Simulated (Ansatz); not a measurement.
BrCs, triplet, geometry from GFN2-xTB of the parent state (such geometries of metal compounds can be far from the true shape) (a higher spin typed on purpose: for a closed-shell molecule this is an excited state) (core potentials on Cs); B3LYP/def2-SV(P) in Ansatz (a first-principles code).

Here is a job for Ansatz.
Ansatz 0.2 input:
```yaml
crystal:
  periodic: [false, false, false]
  atoms:
    - {symbol: Cs, position_ang: [-0.00000000, -0.00000000, -1.19327963]}
    - {symbol: Br, position_ang: [0.00000000, 0.00000000, 1.87515370]}
basis:
  gaussian:
    orbitals: def2-SV_P_.json
hamiltonian:
  xc: b3lyp
magnetization: {spin_polarized: true, initial_magnetization: 2}
```
The basis file holds def2-SV(P) in the JSON format of the Basis Set Exchange.

Output, abridged:

```
Functional definition: B3LYP
530 factors; integrals over basis functions are off by at most 3.5e-4 eV
mean field evaluation 1: about -70585.1000 eV, gradient 4.8e0 eV
mean field evaluation 2: about -70585.1773 eV, gradient 2.8e0 eV
mean field evaluation 4: about -70585.2029 eV, gradient 5.2e-1 eV
mean field evaluation 8: about -70585.2117 eV, gradient 1.7e-2 eV
mean field evaluation 16: about -70585.2117 eV, gradient 8.0e-5 eV
mean field evaluation 32: about -70584.3753 eV, gradient 2.6e0 eV
mean field -70585.21166906 eV, -2593.9586844632 hartree, gradient 5.9e-6 eV, S^2 2.001555; 3 other end points of the search recorded, 0 dependent functions left out
reference -70585.21186924 eV, -2593.9586918194 hartree; 23, 21 occupied and 33, 35 virtual orbitals, 530 factors
Total energy: -70585.21186924 eV, -2593.9586918194 hartree
```
